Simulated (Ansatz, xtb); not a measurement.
**Relative energy of two isomers of C5H4F3NO**

Structure a is `N#C[C@@H]1CO[C@H]1C(F)(F)F`, a singlet and structure b is `N#C[C@@H]1C[C@@H](C(F)(F)F)O1`, a singlet. Both are isolated molecules in the gas phase, relaxed with PBE-D3(BJ)/def2-SVP.

Quicker runs give these differences E(b) − E(a): GFN2-xTB +0.59 kcal/mol; HF/STO-3G −1.00 kcal/mol (at GFN2-xTB geometries); r2SCAN-D4/def2-SVP −0.21 kcal/mol (at GFN2-xTB geometries).

**Question.** Which of the two would you expect CCSD(T)/def2-SVP + ΔMP2/def2-TZVPP electronic energies to favour?

**Answer.** CCSD(T)/def2-SVP + ΔMP2/def2-TZVPP gives E(b) − E(a) = −0.23 kcal/mol, slightly favouring structure b, which is too small a margin to settle the true order.

Level by level:

```tsv
level	geometry	E(b) − E(a) (kcal/mol)	departure from the last row (kcal/mol)	job, with rough time for the two
GFN2-xTB	GFN2-xTB	+0.59	+0.82	optimisation, 0.71 s
HF/STO-3G	GFN2-xTB	−1.00	−0.77	single point, 3.2 s
r2SCAN-D4/def2-SVP	GFN2-xTB	−0.21	+0.02	single point, 16 s
PBE-D3(BJ)/def2-SVP	PBE-D3(BJ)/def2-SVP	−0.19	+0.03	optimisation, 2.1 min
HF/def2-SVP	PBE-D3(BJ)/def2-SVP	+0.13	+0.36	part of the CCSD(T) run
MP2/def2-SVP	PBE-D3(BJ)/def2-SVP	−0.34	−0.11	part of the CCSD(T) run
CCSD(T)/def2-SVP	PBE-D3(BJ)/def2-SVP	−0.44	−0.21	single point
CCSD(T)/def2-SVP + ΔMP2/def2-TZVPP	PBE-D3(BJ)/def2-SVP	−0.23		single point, 11 min
```

As drawn, both hold the same kinds of bond in the same numbers.

The largest departure from CCSD(T)/def2-SVP + ΔMP2/def2-TZVPP is that of GFN2-xTB, 0.82 kcal/mol. The last row adds to CCSD(T) the change of the MP2 difference between the two basis sets, here +0.21 kcal/mol.

With thermal terms from frequencies at re-optimised GFN2-xTB minima (ideal gas, soft modes damped towards free rotors, one conformer each, 298.15 K, 1 atm): the zero-point term adds +0.05 kcal/mol; ΔH is −0.21 and ΔG −0.17 kcal/mol.

The correlated steps freeze 10 core orbitals. Run with Ansatz 0.2.0, xtb 6.7.1; the last row on 2 threads of Intel(R) Xeon(R) Processor @ 2.50GHz (Skylake/Cascade Lake) on a shared host.
